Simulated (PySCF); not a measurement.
## Removing the step error of a finite difference

System: C₃H₆BBr, singlet, at a GFN2-xTB geometry. Level: B3LYP/6-31G, polarisability (PySCF). Sums are taken with unrounded values, so a last digit can differ.

Second differences of the energy in a field along z gave a polarisability along z of 84.257 bohr³ at step 0.005 and 84.608 bohr³ at step 0.02 (atomic units).

Task: Extrapolate to zero step.

Result: The leading error of a symmetric difference goes as h², so A(h) = A0 + c h². Then c = (84.608 - (84.257))/(0.02² - 0.005²) = 936 (atomic units) and A0 = 84.257 - c × 0.005² = 84.234 bohr³. The analytic value from the same program and level is 84.234 bohr³: the smaller step missed it by 0.023, the extrapolation by 0.000.
